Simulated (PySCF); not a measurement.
**Levels of Nb(36+) from EOM-EA-GCCSD**

Reference: closed-shell Nb(37+), [He] 2s2; one electron is added. Calculated with PySCF 2.14, two-component X2C-1e with screened spin-orbit coupling, an uncontracted even-tempered set (17 s from 3.9 bohr⁻², ratio 2.6; 12 p from 5.1 bohr⁻², ratio 2.6; 7 d from 5.2 bohr⁻², ratio 2.8; 4 f from 100 bohr⁻², ratio 2.8); frozen nothing; the 32 highest virtual spinors dropped; of the others 50 kept and the rest restored at second order. No Breit or QED terms. Binding energies in eV.

| level | Koopmans |
| --- | --- |
| 2p1/2 | 5018.9 |
| 2p3/2 | 4908.4 |

Problem. How does correlation move these levels?

Solution. 2p1/2: second order 5018.8, EOM-CCSD 5016.3; 2p3/2: second order 4908.9, EOM-CCSD 4908.2.

For comparison, the ionisation energy of Nb(36+) is 5011 ± 4 eV (semi-empirical (NIST evaluation); NIST Atomic Spectra Database, ionization energies).

Only part of the computed levels is shown.
